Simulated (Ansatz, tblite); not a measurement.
Removing an electron: cis-NiCl2(PH3)2 (NiP2H6Cl2). Charge 0, multiplicity 1. Geometry: B3LYP-D4/def2-SVP. Ansatz, gas phase; energy differences of separate SCF runs; the oxidised species was run as a doublet alone.

```xyz
11

Ni    0.551    0.241   -0.751
Cl    0.072    0.500   -2.878
Cl    2.693    0.706   -0.887
P     1.092   -0.001    1.341
H     0.135   -0.366    2.339
H     1.647    1.132    1.977
H     2.079   -0.971    1.623
P    -1.574   -0.210   -0.684
H    -2.009   -1.290   -1.483
H    -2.443    0.812   -1.128
H    -2.243   -0.553    0.532
```

The xTB rows come from tblite. The order of the spin states hangs on the level: the triplet lies 0.18 eV below the singlet at PBE0-D4/def2-TZVP, but 0.54 eV above it at PBE-D4/def2-TZVP.

Task: Estimate orbital energies and vertical ionisation energies at: GFN1-xTB; GFN2-xTB; PBE-D4/def2-TZVP; r2SCAN-D4/def2-TZVP; PBE0-D4/def2-TZVP.

Result: 
| level | −HOMO (eV) | vertical IE (eV) | −LUMO (eV) | HOMO–LUMO gap (eV) |
| --- | --- | --- | --- | --- |
| GFN1-xTB | 11.07 | 13.81 | 9.36 | 1.70 |
| GFN2-xTB | 10.35 | 12.82 | 8.85 | 1.50 |
| PBE-D4/def2-TZVP | 5.50 | 8.33 | 3.71 | 1.79 |
| r2SCAN-D4/def2-TZVP | 5.77 | 8.43 | 3.62 | 2.15 |
| PBE0-D4/def2-TZVP | 7.16 | 8.58 | 2.54 | 4.62 |

Relaxing the oxidised species (B3LYP-D4/def2-SVP) changes its energy by -0.21 eV at PBE-D4/def2-TZVP, so the adiabatic ionisation energy to this nearest minimum is 8.12 eV. At PBE0-D4/def2-TZVP it is 8.33 eV.  Run but left out: HF/def2-SVP, MP2/def2-SVP, CCSD/def2-SVP, CCSD(T)/def2-SVP (singlet: restricted singlet, unstable towards broken spin symmetry).  Raw xTB energy differences between charge states are shifted by several eV; the methods need an empirical correction for them.
